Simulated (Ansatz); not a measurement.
```yaml
atoms:
  - { symbol: H, position_ang: [0.0000, 0.0000, -2.3750] }
  - { symbol: H, position_ang: [0.0000, 0.0000, -1.4250] }
  - { symbol: H, position_ang: [0.0000, 0.0000, -0.4750] }
  - { symbol: H, position_ang: [0.0000, 0.0000, 0.4750] }
  - { symbol: H, position_ang: [0.0000, 0.0000, 1.4250] }
  - { symbol: H, position_ang: [0.0000, 0.0000, 2.3750] }
```

Basis set: def2-SVP (spherical functions). All electrons are correlated. Charge 0, multiplicity 1.

Computed with Ansatz (development build ahead of 0.2.0); each method stands on the lowest determinant of its kind that the runs found. Restricted open shells among the atoms or ions are ROHF, correlated in semicanonical orbitals with singles.

(1) Give the atomization energy at this shape (free ground-state atoms in the same class of orbitals less the molecule, no zero-point energy) of singlet H6 by RHF-MP2, RHF.

Results:

(1)

```
 method  atomization energy
RHF-MP2     218.62 kcal/mol
    RHF     155.37 kcal/mol
```

Caution: stretched shape with no unrestricted run beside it, a lower state can exist. Caution for RHF-MP2: bonds are stretched, where a single reference can fail.
